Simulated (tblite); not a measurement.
Computed with GFN2-xTB (tblite): harmonic, unscaled wavenumbers at the GFN2-xTB geometry, gas phase. Errors from tens to a few hundred cm⁻¹ against measured bands are possible. Modes of hydrogen on silicon and sulfur can be 10 to 20 % off. One conformer each. Open shells enter through the occupations alone, without spin polarisation, and single modes of such species can be off by tens of per cent. Thermal functions are those of the rigid rotor and harmonic oscillator, without mixing of conformers.

Question: Order these by their ideal-gas entropy at 298.15 K and 1 bar, highest first (J/(mol K)).
A. `n1n([C@@H](CC)C)nc(F)c1`
B. `[SH+]C1=CC=CS1` [radical]
C. `C=C1[SiH2]O[Si@]1(Cl)C=O`
D. `F[C@@H]1CCCCC[C@H](Cl)C1`
E. `C#Cc1ccc(Cl)cc1[O-]`
F. `C=C[C@@H]1C[C@H](OC)S1(=O)=O`
G. `[SiH3]C(=O)[C@H](C)[S@@](C)=O`

Answer: F (441.7), G (438.2), C (432.7), A (417.1), D (406.8), E (392.3), B (331.6).

```csv
SMILES,atoms,mass (u),symmetry number,modes under 300 cm⁻¹,ZPE (kJ/mol),S translation (J/(mol K)),S rotation,S vibration,S spin,S,Cp
C=C[C@@H]1C[C@H](OC)S1(=O)=O,20,162.04,1,8,402.4,172.3,125.1,144.3,0.0,441.7,176.0
C[C@@H](C(=O)[SiH3])[S@@](C)=O,18,150.02,1,10,338.5,171.3,123.0,143.8,0.0,438.2,180.6
C=C1[SiH2]O[Si@]1(Cl)C=O,13,163.95,1,8,188.5,172.5,125.3,135.0,0.0,432.7,160.1
CC[C@@H](C)n1ncc(F)n1,20,143.09,1,8,423.9,170.8,124.1,122.3,0.0,417.1,160.0
F[C@@H]1CCCCC[C@H](Cl)C1,24,164.08,1,7,544.8,172.5,127.3,107.1,0.0,406.8,169.5
C#Cc1ccc(Cl)cc1[O-],14,151.00,1,5,230.4,171.4,125.7,95.2,0.0,392.3,149.4
[SH+]c1cccs1,10,115.98,1,2,165.2,168.1,115.2,42.4,5.8,331.6,99.7
```

Entropies and Cp are for 298.15 K and 1 bar.
